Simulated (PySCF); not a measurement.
(E)-1-bromo-1-fluoroprop-1-ene (C3H4BrF), SMILES C/C=C(\F)Br. Geometry: B3LYP-D3(BJ)/def2-SVP.

Computed equilibrium geometry at B3LYP-D3(BJ)/def2-SVP (PySCF confirms it by a frequency run) as bond lengths and angles, and its point group:
point group Cs.
Atoms: C1 C2 C3 F4 Br5 H6 H7 H8 H9. Bonded distances (Å): C1–C2 1.499, C1–H6 1.103, C1–H7 1.098, C1–H8 1.103, C2–C3 1.333, C2–H9 1.092, C3–F4 1.332, C3–Br5 1.894. Bond angles (°): C2–C1–H6 110.8, C2–C1–H7 111.6, C2–C1–H8 110.8, H6–C1–H7 108.3, H6–C1–H8 106.9, H7–C1–H8 108.3, C1–C2–C3 123.8, C1–C2–H9 119.1, C3–C2–H9 117.1, C2–C3–F4 123.1, C2–C3–Br5 124.7, F4–C3–Br5 112.2.
Charge 0, spin multiplicity 1.
